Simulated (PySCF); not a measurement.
# I⁻: script and output

Input:

```python
from pyscf import gto, scf, mp

mol = gto.M(
    atom='I 0 0 0',
    basis='def2-tzvpp',
    ecp={'I': 'def2-tzvpp'},
    charge=-1,
    spin=0,
    verbose=4,
)
mf = scf.UHF(mol)
mf.kernel()
mp.MP2(mf, frozen=4).kernel()
mf.dip_moment()
print('orbital energies (hartree):', [e[max(0, n-3):n+3].round(4) for e, n in zip(mf.mo_energy, mol.nelec)])
```

```bash
$ python input.py
```

It prints (some set-up lines and the per-cycle HOMO/LUMO lines with their warnings removed):

```
PySCF version 2.14.0

[INPUT] Symbol           X                Y                Z      unit          X                Y                Z       unit  Magmom
[INPUT]  1 I      0.000000000000   0.000000000000   0.000000000000 AA    0.000000000000   0.000000000000   0.000000000000 Bohr   0.0

nuclear repulsion = 0
number of shells = 16
number of NR pGTOs = 95
number of NR cGTOs = 50
basis = def2-tzvpp
ecp = {'I': 'def2-tzvpp'}

******** <class 'pyscf.scf.uhf.UHF'> ********
method = UHF
initial guess = minao
damping factor = 0
level_shift factor = 0
DIIS = <class 'pyscf.scf.diis.CDIIS'>
SCF conv_tol = 1e-09
SCF max_cycles = 50
number electrons alpha = 13  beta = 13
init E= -253.518824302526
cycle= 1 E= -295.634451718475  delta_E= -42.1  |g|= 1.95  |ddm|= 13.3
cycle= 2 E= -296.48437497782  delta_E= -0.85  |g|= 1.02  |ddm|= 3.82
cycle= 3 E= -296.739860783693  delta_E= -0.255  |g|= 0.044  |ddm|= 1.04
cycle= 4 E= -296.740652256535  delta_E= -0.000791  |g|= 0.00538  |ddm|= 0.105
cycle= 5 E= -296.74067378164  delta_E= -2.15e-05  |g|= 0.000434  |ddm|= 0.0233
cycle= 6 E= -296.740673924526  delta_E= -1.43e-07  |g|= 4.74e-05  |ddm|= 0.0022
cycle= 7 E= -296.740673926388  delta_E= -1.86e-09  |g|= 2.58e-06  |ddm|= 0.000223
cycle= 8 E= -296.740673926391  delta_E= -3.13e-12  |g|= 6.34e-08  |ddm|= 1e-05
Extra cycle  E= -296.740673926391  delta_E= 5.68e-14  |g|= 7.12e-09  |ddm|= 6.78e-08
converged SCF energy = -296.740673926391  <S^2> = -1.4210855e-14  2S+1 = 1

******** <class 'pyscf.mp.ump2.UMP2'> ********
nocc = (np.int64(9), np.int64(9)), nmo = (46, 46)
frozen orbitals 4
E(UMP2) = -297.240981139227  E_corr = -0.500307212835926
E(SCS-UMP2) = -297.181106279005  E_corr = -0.440432352613809
E_corr(same-spin) = -0.184541887833811
E_corr(oppo-spin) = -0.315765325002115

WARN: System has nonzero charge -1; the dipole moment is origin-dependent.
Location of origin: [0. 0. 0.]

Dipole moment(X, Y, Z, Debye):  0.00000, -0.00000, -0.00000
orbital energies (hartree): [array([-0.1191, -0.1191, -0.1191,  0.4778,  0.4778,  0.4778]), array([-0.1191, -0.1191, -0.1191,  0.4778,  0.4778,  0.4778])]
```

In short: E(SCF) = -296.740674 Eh, 8 cycles, E(MP2) − E(SCF) = -0.50031 Eh.

Wall time 1.2 s on one thread of a shared host.

The basis has no diffuse functions, which an anion needs. No search for the lowest solution was made.
